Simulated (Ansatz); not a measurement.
Program: Ansatz. Geometries: PBE0-D4/def2-TZVP. ΔE: electronic, gas phase. CCSD(T)/CBS is the MP2 limit (def2-TZVPP, def2-QZVPP) plus CCSD(T) − MP2 in def2-TZVPP, frozen cores. This one scheme is used for every species. DFT in def2-TZVPP. B3LYP here is the variant with VWN-RPA as its local correlation; programs differ in this. Each species was taken in one conformer, which may not be the lowest.

Reaction (ligand exchange at the Si–O bond): `N[SiH](O)[SiH2][SiH3]` + H–F → `N[SiH](F)[SiH2][SiH3]` + H₂O

```
             level  ΔE (kJ/mol)  difference from CCSD(T)/CBS
            PBE-D4        -46.1                          0.5
         r2SCAN-D4        -48.7                         -2.1
           PBE0-D4        -45.4                          1.2
          B3LYP-D4        -48.1                         -1.5
           ωB97X-V        -49.0                         -2.4
           ωB97M-V        -48.4                         -1.8
            B2PLYP        -49.0                         -2.4
               PBE        -48.2                         -1.6
            r2SCAN        -49.3                         -2.7
              PBE0        -47.2                         -0.6
             B3LYP        -51.5                         -4.9
     HF/def2-TZVPP        -52.9                         -6.3
    MP2/def2-TZVPP        -43.4                          3.2
SCS-MP2/def2-TZVPP        -46.1                          0.5
   CCSD/def2-TZVPP        -46.6                          0.0
CCSD(T)/def2-TZVPP        -45.4                          1.2
     HF/def2-QZVPP        -54.1                         -7.5
    MP2/def2-QZVPP        -44.6                          2.0
SCS-MP2/def2-QZVPP        -47.1                         -0.5
      HF/CBS(def2)        -54.3                         -7.7
     MP2/CBS(def2)        -44.6                          2.0
    CCSD/CBS(def2)        -47.7                         -1.1
       CCSD(T)/CBS        -46.6                            0
```

Largest T1 diagnostic among the species: 0.013.

The D4 term adds +3.3 kJ/mol with B3LYP and +1.8 kJ/mol with PBE0; it sums over pairs of atoms, weighted by their polarisabilities, and B3LYP, whose exchange is more repulsive, gets the larger term. In def2-TZVPP, CCSD(T) changes the Hartree–Fock value by +7.5 kJ/mol (the triples alone add +1.2 kJ/mol) and MP2 by +9.4 kJ/mol.
